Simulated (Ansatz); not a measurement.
The same path of BClFH + FH (6 atoms, charge 0, multiplicity 1) was run twice with different band settings. Lost on the way: B1–H2, F5–H6. Made: B1–F5, H2–H6.

Level of theory: RKS PBE-D4/6-31G* in Ansatz 0.2.0.

Relaxed end points:

```xyz
6
Properties=species:S:1:pos:R:3
B -0.079 0.230 0.087
H -0.264 0.922 1.045
Cl 1.615 0.036 -0.522
F -1.062 -0.104 -0.739
F -0.040 -1.597 1.201
H 0.830 -1.831 0.888
```

```xyz
6
Properties=species:S:1:pos:R:3
B 0.055 -0.625 -0.716
H 0.213 0.330 2.650
Cl 1.584 0.061 -1.243
F -1.092 -0.092 -1.112
F 0.038 -1.684 0.084
H 0.203 -0.334 2.298
```

Common settings: movable images 7; climbing image yes; spring 5.0 eV/Å²; start path through a guess of the saddle point; force threshold 0.05 eV/Å; iteration limit 60; end points relaxed.

| run | optimiser |
| --- | --- |
| 1 | quadratic models (default) |
| 2 | fire |

(1) What does each run give, and how far can it be trusted?

Results:

(1) Run 1: converged after 18 iterations, highest image 0.579 eV above the first end. Neighbouring images differ by up to 1.3 eV, so the band resolves the path poorly. A vibrational analysis at the climbing image gives one clearly imaginary mode, 991i cm⁻¹: a first-order saddle point.
Run 2: converged after 60 iterations, highest image 0.579 eV above the first end. Neighbouring images differ by up to 1.3 eV, so the band resolves the path poorly. Another band between the same ends (7 images) ends at a top of the same energy, where a vibrational analysis finds 1 clearly imaginary mode.
The orbitals stay closed-shell, which can raise the energy where a bond breaks towards radicals; this wasn't checked here.
